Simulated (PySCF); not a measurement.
## GaC⁺: one state, many levels of theory

State: ³Π (triplet), unpaired electrons σ ↑, π ↑. Set-up: Ga 6-31G(d,p), C 6-31G(d,p); no relativity (PySCF 2.14). De refers to Ga⁺ + C in their high-spin ground configurations, without counterpoise correction. The functionals are run spin-unrestricted. A positive dipole points towards C; it is taken about the centre of mass and depends on that origin. Levels whose curve was spin-contaminated or gave no clean fit are not listed.

```csv
Level,Re (Å),ωe (cm⁻¹),De (eV),μ (D),"CPU s a point (SCF and correlation, without the integrals)"
UHF-MP2,2.747,160,0.322,n/a,0.18
UHF-SCS-MP2,2.793,151,0.294,n/a,n/a
UHF-CCSD,2.714,164,0.332,n/a,n/a
UHF-CCSD(T),2.677,172,0.357,n/a,3.4
PBE,2.545,208,0.70,0.99,0.54
TPSS,2.546,210,0.65,0.97,0.85
r²SCAN,2.548,211,0.62,1.00,0.82
PBE0,2.582,202,0.57,0.79,0.9
r²SCAN0,2.585,206,0.54,0.82,0.87
MN15,2.593,200,0.62,0.87,0.84
CAM-B3LYP,2.616,198,0.52,0.68,0.95
```

**Question.** Which functional lies closest to UHF-CCSD(T) in De, which farthest, and by how much do they differ from it?

**Answer.** Closest is CAM-B3LYP (-6.1 pm in Re, +15.1 % in ωe, +0.16 eV in De against UHF-CCSD(T) in the same basis), farthest PBE (-13.2 pm in Re, +20.9 % in ωe, +0.34 eV in De). CCSD(T) converges more slowly with the basis than the functionals do and binds too weakly in this one, so the order can change at the basis-set limit.

**Question.** What does a quarter of exact exchange do here, going from PBE to PBE0?

**Answer.** PBE0 less PBE: +3.7 pm in Re, -2.9 % in ωe, -0.13 eV in De. Exact exchange removes part of the self-interaction that spreads semilocal densities, and in most molecules shortens and stiffens the bond and lowers De; here Re and ωe go the other way.

**Question.** What does a quarter of exact exchange do here, going from r²SCAN to r²SCAN0?

**Answer.** r²SCAN0 less r²SCAN: +3.7 pm in Re, -2.4 % in ωe, -0.08 eV in De. Exact exchange removes part of the self-interaction that spreads semilocal densities, and in most molecules shortens and stiffens the bond and lowers De; here Re and ωe go the other way.

Correlated steps freeze 10 core orbitals. Correlated levels converge slowly with the basis: in double zeta they bind strong bonds too weakly, by up to about 1 eV, and carry superposition errors of some tenths. Spin–orbit coupling is left out. For an ion De counts to the pair picked by the measured ionisation energies or electron affinities, which need not be the lowest pair at this level. The state was picked by a PBE0 search and need not be the measured ground state.

The whole job (state search and all levels along the bond) took about 2.3 min on 1 thread of Arm Neoverse V1 (shared host), peak memory 0.57 GiB.
